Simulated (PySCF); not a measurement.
# Al(3+) (aluminium, charge +3) across methods

[Ne], closed-shell 1S. All numbers are calculated (PySCF 2.14, scalar relativity by spin-free X2C-1e, in x2c-TZVPPall with one added diffuse shell each of s, p, d type (6s6p4d1f, 51 functions)).

| method | E (hartree) | mean ε 1s (eV) | mean ε 2s (eV) | mean ε 2p (eV) | Σ⟨r²⟩ (bohr²) | ⟨S²⟩ |
| --- | --- | --- | --- | --- | --- | --- |
| PBE | -240.6957 | -1546.2 | -142.59 | -104.10 | 3.678 | 0.000 |
| revPBE | -240.7895 | -1546.6 | -142.67 | -104.04 | 3.674 | 0.000 |
| M06 | -240.8529 | -1567.4 | -150.07 | -109.27 | 3.644 | 0.000 |
| UHF | -240.42793 | -1630.3 | -167.91 | -121.70 | 3.628 | 0.000 |
| wB97X-V | -240.8070 | -1564.7 | -150.87 | -110.81 | 3.663 | 0.000 |
| LDA | -239.7674 | -1538.8 | -141.92 | -104.16 | 3.689 | 0.000 |
| TPSS | -240.8595 | -1552.8 | -143.91 | -104.51 | 3.667 | 0.000 |
| PBE0 | -240.7236 | -1567.3 | -149.25 | -108.82 | 3.661 | 0.000 |

Estimate the same row for r2SCAN.

E (hartree) = -240.8232; mean ε 1s (eV) = -1556.3; mean ε 2s (eV) = -146.03; mean ε 2p (eV) = -105.70; Σ⟨r²⟩ (bohr²) = 3.649; ⟨S²⟩ = 0.000.
